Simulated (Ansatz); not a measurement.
Ansatz results at the PBE0-D4/def2-TZVP geometry: HOMO energy (PBE/def2-TZVPP) -5.31 eV; HOMO energy (B3LYP/def2-TZVPP) -6.44 eV; HOMO–LUMO gap (ωB97M-V/def2-TZVPP) 11.37 eV.

Each molecule was computed in one conformer, which needn't be the lowest.

(1) Which molecule gave them?
A. `FC(F)(F)[O][GeH2][Cl]`
B. `C[O][GeH]([CH3])[NH]C(C)(C)C`
C. `O=C=[N][Ge]([F])([F])[F]`
D. `[CH3][Ge]([Cl])([Cl])[Cl]`

Answers

(1) B. The others give `O=C=[N][Ge]([F])([F])[F]`: -8.46, -9.71, 13.04; `[CH3][Ge]([Cl])([Cl])[Cl]`: -7.72, -8.86, 12.38; `FC(F)(F)[O][GeH2][Cl]`: -7.98, -9.15, 13.10.

B3LYP here is the variant with VWN-RPA as its local correlation; programs differ in this.
